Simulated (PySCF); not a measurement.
CH₅InO₃, singlet, geometry from GFN2-xTB (such geometries of metal compounds can be far from the true shape) (all electrons, no relativity); CASSCF(2,2)/STO-3G in PySCF.

The PySCF input:
```python
from pyscf import gto, scf, mcscf
import numpy

mol = gto.Mole()
mol.atom = '''
    In    0.054536    0.261058    0.138017
    O     1.125404    1.877622    0.042534
    H     1.706271    1.864364   -0.717588
    O    -1.209875    0.049016    1.600199
    H    -1.168119    0.824473    2.160262
    O     0.288820   -1.135941   -1.263631
    C    -0.475158   -2.314838   -1.242414
    H    -1.544557   -2.116868   -1.361112
    H    -0.129332   -2.906602   -2.095607
    H    -0.320347   -2.893766   -0.327142
'''
mol.basis = 'sto-3g'
mol.charge = 0
mol.spin = 0
mol.verbose = 4
mol.build()

mf = scf.RHF(mol)
mf.kernel()
mc = mcscf.CASSCF(mf, 2, 2)
mc.fix_spin_(ss=0.0)
mc.kernel()
occ = numpy.linalg.eigvalsh(mc.fcisolver.make_rdm1(mc.ci, mc.ncas, mc.nelecas))[::-1]
ss = mc.fcisolver.spin_square(mc.ci, mc.ncas, mc.nelecas)[0]
print('natural occupations', occ.round(4), ' <S^2>', round(ss, 4))
```

Output, abridged:

```
PySCF version 2.14.0

[INPUT] verbose = 4
[INPUT] num. atoms = 10
[INPUT] num. electrons = 84
[INPUT] charge = 0
[INPUT] spin (= nelec alpha-beta = 2S) = 0
[INPUT] symmetry False subgroup None
[INPUT] Mole.unit = angstrom
[INPUT] Symbol           X                Y                Z      unit          X                Y                Z       unit  Magmom
[INPUT]  1 In     0.054536000000   0.261058000000   0.138017000000 AA    0.103058103929   0.493328122627   0.260814330534 Bohr   0.0
[INPUT]  2 O      1.125404000000   1.877622000000   0.042534000000 AA    2.126705339490   3.548191345458   0.080377610982 Bohr   0.0
[INPUT]  3 H      1.706271000000   1.864364000000  -0.717588000000 AA    3.224384884288   3.523137356499  -1.356044790274 Bohr   0.0
[INPUT]  4 O     -1.209875000000   0.049016000000   1.600199000000 AA   -2.286332394958   0.092626815722   3.023937854803 Bohr   0.0
[INPUT]  5 H     -1.168119000000   0.824473000000   2.160262000000 AA   -2.207424990901   1.558028167099   4.082303537305 Bohr   0.0
[INPUT]  6 O      0.288820000000  -1.135941000000  -1.263631000000 AA    0.545790699297  -2.146617383665  -2.387916512510 Bohr   0.0
[INPUT]  7 C     -0.475158000000  -2.314838000000  -1.242414000000 AA   -0.897918485896  -4.374409842736  -2.347822193325 Bohr   0.0
[INPUT]  8 H     -1.544557000000  -2.116868000000  -1.361112000000 AA   -2.918789713780  -4.000300761856  -2.572128904859 Bohr   0.0
[INPUT]  9 H     -0.129332000000  -2.906602000000  -2.095607000000 AA   -0.244402059142  -5.492681733113  -3.960123294721 Bohr   0.0
[INPUT] 10 H     -0.320347000000  -2.893766000000  -0.327142000000 AA   -0.605368094826  -5.468425208578  -0.618208783842 Bohr   0.0

nuclear repulsion = 511.167027521556
number of shells = 28
number of NR pGTOs = 156
number of NR cGTOs = 52
basis = sto-3g
ecp = {}

******** <class 'pyscf.scf.hf.RHF'> ********
method = RHF
initial guess = minao
damping factor = 0
level_shift factor = 0
DIIS = <class 'pyscf.scf.diis.CDIIS'>
diis_start_cycle = 1
diis_space = 8
diis_damp = 0
SCF conv_tol = 1e-09
SCF conv_tol_grad = None
SCF max_cycles = 50
direct_scf = True
direct_scf_tol = 1e-13
Set gradient conv threshold to 3.16228e-05
Initial guess from minao.
init E= -5929.43026013812
  HOMO = -0.547553653237203  LUMO = -0.341549091378865  gap/eV = 5.60567
cycle= 1 E= -5944.53209367431  delta_E= -15.1  |g|= 0.721  |ddm|=  3.9
  HOMO = -0.16112534287734  LUMO = 0.30458123464535  gap/eV = 12.67252
cycle= 2 E= -5944.72349295416  delta_E= -0.191  |g|= 0.182  |ddm|= 1.22
  HOMO = -0.278606553814006  LUMO = 0.270046640600727  gap/eV = 14.92961
cycle= 3 E= -5944.73801729469  delta_E= -0.0145  |g|= 0.0478  |ddm|= 0.33
  HOMO = -0.27727953440559  LUMO = 0.25522429680111  gap/eV = 14.49017
cycle= 4 E= -5944.73914412618  delta_E= -0.00113  |g|= 0.00906  |ddm|= 0.09
  HOMO = -0.281636775098727  LUMO = 0.253672510050872  gap/eV = 14.56651
cycle= 5 E= -5944.73919604319  delta_E= -5.19e-05  |g|= 0.00338  |ddm|= 0.0225
  HOMO = -0.280719688489505  LUMO = 0.253620886977756  gap/eV = 14.54015
cycle= 6 E= -5944.73920164578  delta_E= -5.6e-06  |g|= 0.000869  |ddm|= 0.0058
  HOMO = -0.280803945637216  LUMO = 0.25358704465252  gap/eV = 14.54152
cycle= 7 E= -5944.73920235921  delta_E= -7.13e-07  |g|= 0.000158  |ddm|= 0.00309
  HOMO = -0.280814716169876  LUMO = 0.253572822629057  gap/eV = 14.54143
cycle= 8 E= -5944.73920239057  delta_E= -3.14e-08  |g|= 4.46e-05  |ddm|= 0.000655
  HOMO = -0.280815432055242  LUMO = 0.253571191665717  gap/eV = 14.54140
cycle= 9 E= -5944.73920239368  delta_E= -3.11e-09  |g|= 9.73e-06  |ddm|= 0.00024
  HOMO = -0.28081802101886  LUMO = 0.253571851905179  gap/eV = 14.54149
cycle= 10 E= -5944.73920239381  delta_E= -1.26e-10  |g|= 2.75e-06  |ddm|= 4.31e-05
  HOMO = -0.280817835278177  LUMO = 0.253571814839112  gap/eV = 14.54148
Extra cycle  E= -5944.73920239379  delta_E= 1.82e-11  |g|= 1.27e-06  |ddm|= 6.92e-06
converged SCF energy = -5944.73920239379

******** <class 'pyscf.mcscf.mc1step.CASSCF'> ********
CAS (1e+1e, 2o), ncore = 41, nvir = 9
max_cycle_macro = 50
max_cycle_micro = 4
conv_tol = 1e-07
conv_tol_grad = None
orbital rotation max_stepsize = 0.02
orbital rotation threshold for CI restart = 0.01
augmented hessian ah_max_cycle = 30
augmented hessian ah_conv_tol = 1e-12
augmented hessian ah_linear dependence = 1e-14
augmented hessian ah_level shift = 1e-08
augmented hessian ah_start_tol = 2.5
augmented hessian ah_start_cycle = 3
augmented hessian ah_grad_trust_region = 3
kf_trust_region = 3
kf_interval = 4
ci_response_space = 4
ci_grad_trust_region = 3
with_dep4 0
natorb = False
canonicalization = True
sorting_mo_energy = False
ao2mo_level = 2
internal_rotation = False
******** <class 'pyscf.fci.addons.SpinPenaltyFCISolver'> ********
max. cycles = 50
conv_tol = 1e-08
davidson only = True
linear dependence = 1e-12
level shift = 0.001
max iter space = 12
nroots = 1
pspace_size = 400
spin = None
CASCI E = -5944.73922413586  S^2 = 0.0000000
Set conv_tol_grad to 0.000316228
macro iter   1 (  6 JK    1 micro), CASSCF E = -5944.73923002753  dE = -5.89166211e-06  S^2 = 0.0000000
               |grad[o]|=0.000105  |grad[c]|=0.00234  |ddm|=3.25e-05  |maxRot[o]|=0.0519
macro iter   2 (  6 JK    1 micro), CASSCF E = -5944.73924363950  dE = -1.36119779e-05  S^2 = 0.0000000
               |grad[o]|=0.000125  |grad[c]|=0.00282  |ddm|=6.97e-05  |maxRot[o]|=0.0799
macro iter   3 (  7 JK    2 micro), CASSCF E = -5944.73926583402  dE = -2.21945120e-05  S^2 = 0.0000000
               |grad[o]|=0.000177  |grad[c]|=0.00332  |ddm|=8.91e-05  |maxRot[o]|=0.0699
macro iter   4 (  7 JK    2 micro), CASSCF E = -5944.73929949556  dE = -3.36615440e-05  S^2 = 0.0000000
               |grad[o]|=0.000252  |grad[c]|=0.00362  |ddm|=9.85e-05  |maxRot[o]|=0.0699
macro iter   5 (  7 JK    2 micro), CASSCF E = -5944.73934618204  dE = -4.66864776e-05  S^2 = 0.0000000
               |grad[o]|=0.000349  |grad[c]|=0.00343  |ddm|=0.000138  |maxRot[o]|=0.0699
macro iter   6 (  7 JK    2 micro), CASSCF E = -5944.73940755155  dE = -6.13695147e-05  S^2 = 0.0000000
               |grad[o]|=0.000467  |grad[c]|=0.003  |ddm|=0.000177  |maxRot[o]|=0.0699
macro iter   7 (  7 JK    2 micro), CASSCF E = -5944.73948244233  dE = -7.48907805e-05  S^2 = 0.0000000
               |grad[o]|=0.000604  |grad[c]|=0.00235  |ddm|=0.000214  |maxRot[o]|=0.0699
macro iter   8 (  7 JK    2 micro), CASSCF E = -5944.73957182597  dE = -8.93836368e-05  S^2 = 0.0000000
               |grad[o]|=0.00074  |grad[c]|=0.00169  |ddm|=0.000293  |maxRot[o]|=0.0699
macro iter   9 (  7 JK    2 micro), CASSCF E = -5944.73967272076  dE = -1.00894792e-04  S^2 = 0.0000000
               |grad[o]|=0.000882  |grad[c]|=0.000997  |ddm|=0.000368  |maxRot[o]|=0.0699
macro iter  10 (  7 JK    2 micro), CASSCF E = -5944.73978041849  dE = -1.07697730e-04  S^2 = 0.0000000
               |grad[o]|=0.00101  |grad[c]|=0.000435  |ddm|=0.000424  |maxRot[o]|=0.0699
macro iter  11 (  7 JK    2 micro), CASSCF E = -5944.73988800967  dE = -1.07591177e-04  S^2 = 0.0000000
               |grad[o]|=0.00111  |grad[c]|=0.000433  |ddm|=0.000486  |maxRot[o]|=0.0699
macro iter  12 (  7 JK    2 micro), CASSCF E = -5944.73998780148  dE = -9.97918132e-05  S^2 = 0.0000000
               |grad[o]|=0.00114  |grad[c]|=0.000729  |ddm|=0.000498  |maxRot[o]|=0.0699
macro iter  13 (  7 JK    2 micro), CASSCF E = -5944.74007092022  dE = -8.31187417e-05  S^2 = 0.0000000
               |grad[o]|=0.00109  |grad[c]|=0.000887  |ddm|=0.00058  |maxRot[o]|=0.0699
macro iter  14 (  7 JK    2 micro), CASSCF E = -5944.74012923667  dE = -5.83164419e-05  S^2 = 0.0000000
               |grad[o]|=0.000916  |grad[c]|=0.000842  |ddm|=0.000333  |maxRot[o]|=0.0699
macro iter  15 (  7 JK    2 micro), CASSCF E = -5944.74015287222  dE = -2.36355554e-05  S^2 = 0.0000000
               |grad[o]|=0.000579  |grad[c]|=6.7e-05  |ddm|=0.00187  |maxRot[o]|=0.0688
macro iter  16 (  7 JK    2 micro), CASSCF E = -5944.74015423410  dE = -1.36187919e-06  S^2 = 0.0000000
               |grad[o]|=0.000252  |grad[c]|=0.00115  |ddm|=0.000272  |maxRot[o]|=0.0394
macro iter  17 ( 12 JK    3 micro), CASSCF E = -5944.74015000271  dE =  4.23139318e-06  S^2 = 0.0000000
               |grad[o]|=0.000166  |grad[c]|=0.0013  |ddm|=0.00178  |maxRot[o]|=0.0494
macro iter  18 ( 17 JK    4 micro), CASSCF E = -5944.74015324902  dE = -3.24631401e-06  S^2 = 0.0000000
               |grad[o]|=0.000184  |grad[c]|=0.000189  |ddm|=8.23e-05  |maxRot[o]|=0.0232
macro iter  19 (  6 JK    1 micro), CASSCF E = -5944.74015317311  dE =  7.59100658e-08  S^2 = 0.0000000
               |grad[o]|=0.000102  |grad[c]|=0.00142  |ddm|=0.000117  |maxRot[o]|=0.0438
macro iter  20 ( 24 JK    4 micro), CASSCF E = -5944.74015427434  dE = -1.10123165e-06  S^2 = 0.0000000
               |grad[o]|=0.000204  |grad[c]|=0.000628  |ddm|=3.09e-05  |maxRot[o]|=0.0288
macro iter  21 (  6 JK    1 micro), CASSCF E = -5944.74015357370  dE =  7.00639248e-07  S^2 = 0.0000000
               |grad[o]|=9.56e-05  |grad[c]|=0.000295  |ddm|=1.87e-05  |maxRot[o]|=0.0192
macro iter  22 (  7 JK    1 micro), CASSCF E = -5944.74015383582  dE = -2.62116373e-07  S^2 = 0.0000000
               |grad[o]|=7.73e-05  |grad[c]|=8.34e-05  |ddm|=6.48e-05  |maxRot[o]|=0.00832
macro iter  23 (  1 JK    1 micro), CASSCF E = -5944.74015383582  dE =  0.00000000e+00  S^2 = 0.0000000
               |grad[o]|=2.11e-05  |grad[c]|=1.37e-07  |ddm|=8.88e-16  |maxRot[o]|=    0
1-step CASSCF converged in  23 macro (183 JK  45 micro) steps
CASSCF canonicalization
Density matrix diagonal elements [1.99783827 0.00216173]
CASSCF energy = -5944.74015383582
CASCI E = -5944.74015383582  E(CI) = -1.17789115343749  S^2 = 0.0000000
natural occupations [1.9978 0.0022]  <S^2> 0.0
```
